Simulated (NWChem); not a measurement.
System: CH6F2Si2; SMILES C[Si@@H](F)[SiH2]F

```xyz
11

C      1.1424    -2.1199     0.0477
Si    -0.1400    -0.8349    -0.3912
F     -1.5343    -1.2007     0.3817
Si     0.5206     1.3106     0.3042
F     -0.5105     2.4265    -0.2925
H      1.3472    -2.1333     1.1292
H      2.0887    -1.9213    -0.4806
H      0.7937    -3.1223    -0.2464
H     -0.4253    -0.8517    -1.8574
H      0.5261     1.4271     1.7932
H      1.8890     1.6281    -0.2087
```
Atoms are numbered in this order, from 1.

Program: NWChem. All runs use the structure optimised with PBE0/def2-SVP.

**Question.** Estimate the computed values for LC-wPBE (HJS exchange hole, range parameter 0.4 per bohr)/def2-SVP. Quantities: highest occupied level (eV); orbital gap (eV); dipole (D).

**Answer.** 
```
Item                          Value
---------------------------  ------
highest occupied level (eV)  -10.72
orbital gap (eV)              12.49
dipole (D)                     2.79
```
